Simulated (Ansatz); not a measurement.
Born–Oppenheimer molecular dynamics of C$_{2}$H$_{2}$Te (5 atoms, charge 0, multiplicity 1). It starts at the highest image of a converged band, a first-order saddle point between two minima.

The calculation used UKS PBE0-D4/def2-mTZVP in Ansatz.

| Property | Result |
| --- | --- |
| ensemble | NVE (velocity Verlet) |
| time step | 0.5 fs |
| steps asked | 200 |
| starting velocities drawn for | 300 K |
| seed | 5885 |

First frame:

```xyz
5
Properties=species:S:1:pos:R:3
C -0.657 -0.829 0.293
C 0.280 -0.102 0.011
Te 1.875 1.138 -0.471
H -1.486 -1.453 0.537
H 0.038 1.173 -0.412
```

(1) How far do the bonds stretch over the last three quarters of this one trajectory? (Pairs bonded in most of those frames.)

Answers

(1) 
```csv
bond,mean (Å),spread (Å),shortest,longest
C1–C2,1.210,0.023,1.17,1.25
C1–H4,1.067,0.017,1.04,1.10
C2–Te3,2.068,0.068,1.95,2.17
Te3–H5,1.745,0.056,1.63,1.85
```

Mean temperature of the second half: 1867 K. The conserved energy stayed within 0.24 meV per atom of its start (net change 0.23 meV per atom), so the integration is sound. The kinetic energy rose, since the run started high on the potential surface and went downhill. A run of 0.1 ps of so small a system gives no equilibrium averages. The orbitals were unrestricted but ended closed-shell.

Time of the run: 7.5 min on 2 threads of Arm Neoverse V1 (shared host), peak memory 0.2 GiB.
